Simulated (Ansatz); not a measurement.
(4-tert-butylphenyl)diphenylsulfonium bromide, `CC(C)(C)c1ccc([S+](c2ccccc2)c2ccccc2)cc1.[Br-]`. Total charge 0; triplet. Geometry PBE-D4/def2-SVP, that of the neutral singlet.

| atom | x (Å) | y (Å) | z (Å) |
| --- | --- | --- | --- |
| C1 | 2.757 | -1.893 | -3.948 |
| C2 | 1.834 | -2.392 | -2.820 |
| C3 | 2.599 | -3.455 | -1.997 |
| C4 | 0.580 | -3.033 | -3.461 |
| C5 | 1.390 | -1.254 | -1.888 |
| C6 | 0.557 | -1.538 | -0.781 |
| C7 | 0.125 | -0.536 | 0.094 |
| C8 | 0.509 | 0.795 | -0.148 |
| S9 | 0.023 | 2.137 | 0.977 |
| C10 | -0.006 | 1.103 | 2.539 |
| C11 | 1.260 | 0.899 | 3.115 |
| C12 | 1.364 | 0.220 | 4.336 |
| C13 | 0.206 | -0.231 | 4.992 |
| C14 | -1.055 | -0.005 | 4.421 |
| C15 | -1.170 | 0.664 | 3.190 |
| C16 | -1.754 | 2.375 | 0.781 |
| C17 | -2.547 | 1.530 | -0.004 |
| C18 | -3.928 | 1.774 | -0.066 |
| C19 | -4.497 | 2.835 | 0.655 |
| C20 | -3.681 | 3.669 | 1.439 |
| C21 | -2.300 | 3.448 | 1.503 |
| C22 | 1.333 | 1.115 | -1.235 |
| C23 | 1.772 | 0.088 | -2.084 |
| H24 | 3.686 | -1.437 | -3.550 |
| H25 | 3.054 | -2.745 | -4.592 |
| H26 | 2.254 | -1.146 | -4.595 |
| H27 | 1.972 | -3.889 | -1.192 |
| H28 | 2.925 | -4.288 | -2.655 |
| H29 | 3.502 | -3.018 | -1.524 |
| H30 | 0.012 | -2.288 | -4.054 |
| H31 | 0.875 | -3.861 | -4.139 |
| H32 | -0.106 | -3.452 | -2.696 |
| H33 | 0.234 | -2.572 | -0.585 |
| H34 | -0.499 | -0.796 | 0.961 |
| H35 | 2.163 | 1.267 | 2.603 |
| H36 | 2.356 | 0.052 | 4.784 |
| H37 | 0.288 | -0.756 | 5.955 |
| H38 | -1.964 | -0.354 | 4.933 |
| H39 | -2.160 | 0.838 | 2.744 |
| H40 | -2.095 | 0.712 | -0.581 |
| H41 | -4.562 | 1.128 | -0.693 |
| H42 | -5.581 | 3.020 | 0.599 |
| H43 | -4.121 | 4.511 | 1.994 |
| H44 | -1.649 | 4.115 | 2.086 |
| H45 | 1.578 | 2.175 | -1.426 |
| H46 | 2.422 | 0.363 | -2.925 |
| Br47 | 0.045 | 4.106 | -1.062 |

Single mean-field runs in def2-TZVP are fitted with def2-universal-jkfit. At PBE-D4/def2-TZVP the gap within one spin of the charge 0 triplet nearly closes, so an electron or hole may be smeared out by delocalisation error. At PBE0-D4/def2-TZVP a singlet of charge 0 lies 3.41 eV below the triplet at the same geometry.

Task: Estimate the α-spin orbital energies around the gap (eV) in Ansatz with PBE-D4/def2-TZVP, PBE0-D4/def2-TZVP.

Result: 
| orbital | PBE-D4/def2-TZVP | PBE0-D4/def2-TZVP |
| --- | --- | --- |
| HOMO−5 | -6.58 | -7.74 |
| HOMO−4 | -6.37 | -7.42 |
| HOMO−3 | -6.19 | -7.31 |
| HOMO−2 | -6.09 | -7.23 |
| HOMO−1 | -5.94 | -7.05 |
| HOMO | -2.23 | -2.59 |
| LUMO | -2.14 | -1.26 |
| LUMO+1 | -1.85 | -0.92 |
| LUMO+2 | -1.68 | -0.75 |
| LUMO+3 | -1.43 | -0.37 |
| LUMO+4 | -1.31 | -0.23 |
| LUMO+5 | -0.76 | 0.28 |
| β HOMO | -5.78 | -6.79 |
| β LUMO | -5.61 | -5.09 |
